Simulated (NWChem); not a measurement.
Molecule: SiHSBr, singlet; SMILES Br[Si]S

```xyz
4

Si     1.0650    -0.6290     0.0000
Br    -0.1729     1.2638     0.0000
S     -0.5690    -2.0203     0.0000
H      0.2452    -3.1029     0.0000
```
Atoms are numbered in this order, from 1.

Computed with NWChem. Low-valent species are run as closed-shell singlets; no triplet was tried in these runs. Structure relaxed at the PBE0/def2-SVP level. Ions are spin-unrestricted doublets at the neutral geometry; other ion states weren't tried.

Question: Estimate the computed values for M06-2X/def2-SVP. Quantities: vertical ionisation energy, ΔSCF (eV); −ε(HOMO) (eV).

Answer: 
```
Property                               Value
-------------------------------------  -----
vertical ionisation energy, ΔSCF (eV)   9.43
−ε(HOMO) (eV)                           8.14
```
